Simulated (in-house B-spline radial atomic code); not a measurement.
## Ionising Pt67+ with different functionals

Computed with a B-spline radial code for spherical atoms: scalar-relativistic (spin-free X2C) Hamiltonian, Fermi nucleus of rms radius 5.427 fm, spin-polarised at highest spin, spherical fractional occupations for the functionals. The ionisation energy is the difference of two self-consistent energies, [Ne] 3s1 → [He] 2s2 2p6, without Breit or QED terms; ε is the level of the shell that loses the electron (its least bound occupied spin orbital). There is no spin-orbit coupling in this Hamiltonian.

```
   method                    rung  ΔSCF (eV)  -ε(3s) (eV)
     PW91                     GGA     8121.4       8061.4
     BP86                     GGA     8119.5       8061.0
     SCAN                meta-GGA          ?            ?
BHandHLYP           global hybrid     8116.8       8086.9
    TPSSh           global hybrid          ?            ?
  LC-wPBE  range-separated hybrid     8121.4       8067.4
    HSE06  range-separated hybrid     8118.9       8073.5
```

Question: What does SCAN give?

Answer: ΔSCF 8110.9 eV, and -ε(3s) = 8061.7 eV.

Question: What does TPSSh give?

Answer: ΔSCF 8116.5 eV, and -ε(3s) = 8065.5 eV.

Question: Among the functionals, which spreads more, the ΔSCF values or the orbital energies?

Answer: The orbital energies: ΔSCF values span about 10.6 eV and the orbital energies 26.0 eV.

Question: How do they compare with the NIST value?

Answer: NIST lists 8100 eV ± 40 (tabulated theory, ground level to ground level). Errors run from +10.9 to +21.4 eV; all lie within about twice that uncertainty, so the table can't rank the methods.
